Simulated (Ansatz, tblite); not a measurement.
Forces on Si2O4 at its PBE0-D4/def2-SVP geometry. The state is a singlet with charge 0.

The xTB rows come from tblite. Correlated methods freeze 14 core orbitals. The structure comes from a short search, and lower isomers may exist.

GFN1-xTB (tblite), largest force 0.92 eV/Å:

```xyz
6
positions Å, forces eV/Å
Si   -1.183    0.042    0.189   -0.379    0.013    0.060
Si    1.183   -0.042   -0.189    0.379   -0.013   -0.060
O    -0.150   -0.904   -0.743   -0.104   -0.628   -0.516
O     0.150    0.904    0.743    0.104    0.628    0.516
O     2.676   -0.095   -0.426   -0.910    0.032    0.145
O    -2.676    0.095    0.426    0.910   -0.032   -0.145
```

GFN2-xTB (tblite), largest force 1.30 eV/Å:

```
Si -1.043 0.037 0.166
Si 1.043 -0.037 -0.166
O 0.128 0.771 0.634
O -0.128 -0.771 -0.634
O -1.284 0.045 0.205
O 1.284 -0.045 -0.204
```

B2PLYP/def2-TZVP (Ansatz), largest force 0.47 eV/Å:

```
Si 0.467 -0.017 -0.075
Si -0.467 0.016 0.074
O 0.056 0.339 0.278
O -0.056 -0.339 -0.278
O -0.213 0.008 0.034
O 0.213 -0.007 -0.034
```
